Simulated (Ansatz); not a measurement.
Cost and result up the ladder for (H2Ga-mu-PSiH3)2 (Ga₂Si₄P₂H₁₆) (24 atoms). Charge 0, multiplicity 1. Geometry: r2SCAN-D4/def2-SVP.

Cartesian coordinates in Å:
```
Ga 0.644 0.861 -1.447
H 0.610 2.424 -1.421
H 1.190 -0.011 -2.624
P -1.509 -0.016 -0.695
Si -3.101 1.552 -0.466
Si -2.340 -1.644 -2.000
Ga -0.635 -0.846 1.428
H -1.177 0.029 2.605
H -0.605 -2.410 1.406
P 1.519 0.027 0.677
Si 2.338 1.638 2.010
Si 3.099 -1.555 0.465
H -2.534 2.631 0.391
H -4.309 0.963 0.185
H -3.476 2.102 -1.802
H -3.544 -2.248 -1.355
H -2.716 -1.093 -3.335
H -1.272 -2.671 -2.152
H 3.546 2.255 1.387
H 1.266 2.660 2.170
H 2.703 1.066 3.340
H 3.367 -2.189 1.789
H 2.577 -2.571 -0.492
H 4.360 -0.954 -0.063
```

Ansatz on 4 threads of Arm Neoverse V2 on a shared host. Times are rough, and most runs start from the orbitals of an earlier one. PBE0-D4/def2-TZVP serves as the yardstick here, not as an exact answer. Differences are given only for rows in sets of like size (and for xTB, whose basis is part of the method), since another set adds its own error. Binding counts from free atoms at the same level (Ga doublet, H doublet, P quartet, Si triplet; other spins of the atoms weren't run), without zero-point energy or a counterpoise term.

B3LYP takes the VWN-RPA correlation. Correlated methods freeze 48 core orbitals; core or outer-core shells of Ga are correlated, in sets that lack core-valence functions. The rows differ in basis, and correlated rows in double-zeta sets carry the largest basis error.

Correlated methods converge slowly with the basis, most of all in double-zeta sets.

```tsv
level	functions	wall time	binding energy per atom (eV)	difference from PBE0-D4/def2-TZVP (eV)
PBE-D4/def2-SVP	252	5.5 s	2.84	–
PBE-D4/def2-TZVP	414	9.5 s	2.84	0.00
PBE0-D4/def2-SVP	252	9.5 s	2.84	–
MP2/def2-SVP	252	10 s	2.64	–
BLYP-D4/def2-TZVP	414	11 s	2.83	-0.02
r2SCAN-D4/def2-TZVP	414	21 s	2.88	0.03
PBE0-D4/def2-TZVP	414	27 s	2.85	0.00
B3LYP-D4/def2-TZVP (with forces)	414	39 s	2.87	0.02
```
